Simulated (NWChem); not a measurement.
Species: C₃H₅ClSi; SMILES [SiH3]C=C=CCl

Results from NWChem. Pople sets run with spherical d functions. Geometry: optimised at PBE0/def2-SVP. B3LYP is NWChem's, with the RPA form of VWN correlation. Total energies compare along this basis series because the functional is fixed.

```
level           basis functions  energy (Ha)  highest occupied level (eV)  orbital gap (eV)  dipole (D)
--------------  ---------------  -----------  ---------------------------  ----------------  ----------
B3LYP/STO-3G                 38    -857.1533                        -5.04              6.88        2.46
B3LYP/3-21G                  63    -862.5742                            …                 …           …
B3LYP/6-31G*                 88    -866.9421                        -6.79              5.77        1.62
B3LYP/6-311G**              136    -867.0362                        -7.01              5.70        1.68
```

Question: What belongs in the gaps?

Answer: 
- B3LYP/3-21G, highest occupied level (eV): -6.89
- B3LYP/3-21G, orbital gap (eV): 5.90
- B3LYP/3-21G, dipole (D): 1.86
